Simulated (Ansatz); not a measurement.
One change: `[F][Hf]([Cl])([Cl])[Cl]` becomes `[SH][Hf]([Cl])([Cl])[Cl]`.

Ansatz, PBE0-D4/def2-TZVP geometries, multiplicity 1. Each molecule was computed in one conformer, which needn't be the lowest.

Elements past krypton have def2 core potentials.

```
                               property  `[F][Hf]([Cl])([Cl])[Cl]`
  LUMO energy (ωB97M-V/def2-TZVPP) / eV                       0.26
HOMO–LUMO gap (ωB97M-V/def2-TZVPP) / eV                      12.16
      HOMO energy (PBE/def2-TZVPP) / eV                      -8.29
  HOMO–LUMO gap (B3LYP/def2-TZVPP) / eV                       7.33
   HOMO–LUMO gap (PBE0/def2-TZVPP) / eV                       7.83
  HOMO energy (ωB97M-V/def2-TZVPP) / eV                     -11.90
```

Q: Give the same properties after the change, and the shifts. (Estimate.)

A: Computed: 
```csv
property,`[SH][Hf]([Cl])([Cl])[Cl]`,shift
LUMO energy (ωB97M-V/def2-TZVPP) / eV,-0.18,-0.44
HOMO–LUMO gap (ωB97M-V/def2-TZVPP) / eV,10.20,-1.96
HOMO energy (PBE/def2-TZVPP) / eV,-7.03,1.26
HOMO–LUMO gap (B3LYP/def2-TZVPP) / eV,5.52,-1.81
HOMO–LUMO gap (PBE0/def2-TZVPP) / eV,5.97,-1.86
HOMO energy (ωB97M-V/def2-TZVPP) / eV,-10.39,1.51
```

With PBE0 the HOMO rises by 1.45 eV and the LUMO falls by 0.40 eV, so the gap narrows by about 1.85 eV. PBE moves the HOMO by 1.26 eV and ωB97M-V by 1.51 eV. The zero-point energy changes by 17.1 kJ/mol with +3 modes.

B3LYP here is the variant with VWN-RPA as its local correlation; programs differ in this.
